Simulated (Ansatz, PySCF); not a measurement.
Bond stretch in B₂, triplet.

Methods: UKS-B3LYP/6-31G* = unrestricted B3LYP/6-31G*, spherical d run with PySCF 2.14.0; FCI = Ansatz (a quantum-chemistry and plane-wave program) with full CI/aug-cc-pVDZ, frozen core.

Energies relative to the lowest point of each curve near equilibrium, in kJ/mol:

```tsv
R / Å	UKS-B3LYP/6-31G*
1.19	355.2
1.32	121.7
1.37	71.7
1.44	27.4
1.54	1.6
1.58	0.0
1.61	1.3
1.64	4.3
1.72	18.7
1.76	28.2
1.85	39.0
```

Task: Predict the corresponding FCI column.

Result: 1.19: 433.7; 1.32: 169.4; 1.37: 109.1; 1.44: 51.7; 1.54: 10.1; 1.58: 3.0; 1.61: 0.5; 1.64: 0.0; 1.72: 6.4; 1.76: 12.7; 1.85: 32.2 (kJ/mol).

The scan ran from 1.19 to 6.47 Å; beyond the distances shown full CI changes its symmetry label. The unrestricted determinant behind UKS-B3LYP/6-31G* is spin-contaminated at 1.19 to 1.76 Å (<S²> up to 2.9, against 2.00 for a pure triplet). Also computed but left out beside FCI, since their determinant holds another spin at the minimum (<S²> over 0.7 above the pure value): UHF, UMP2, UCCSD, UCCSD(T), UCCSDT, UCCSDT(Q), UHF/6-31G*, UHF/STO-3G.
